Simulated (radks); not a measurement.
Values are calculated unless marked as measured or tabulated.
Initial-state core-level shifts of neutral dysprosium when its valence configuration changes from [Xe] 4f10 6s2. Code: a radial shooting solver on a logarithmic mesh with Libxc functionals. Model: scalar-relativistic Kohn-Sham, PBE, spin-polarised, spherical densities, point nucleus; open shells are filled with parallel spins first (spin-orbit coupling, left out, can overturn this in heavy ions). Shifts are changes of the shell-averaged eigenvalues in eV (positive: less bound).

valence,1s,2p,3s,4s
4f10 5d2,+1.218,+1.301,+1.241,+1.284
4f9.5 5d0.5 6s2,-2.996,-3.186,-3.564,-3.434
4f9 6s2 6p1,-9.431,-9.914,-10.688,-10.382
4f9 5d1 6s2,-6.212,-6.622,-7.458,-7.129
4f10 6s1 6p1,-1.187,-1.176,-1.161,-1.169
4f7 5d3 6s2,-20.906,-22.446,-25.726,-23.863
4f10 5d1 6p1,-0.292,-0.229,-0.253,-0.236
4f10 6s1.5 6p0.5,-0.649,-0.642,-0.634,-0.638
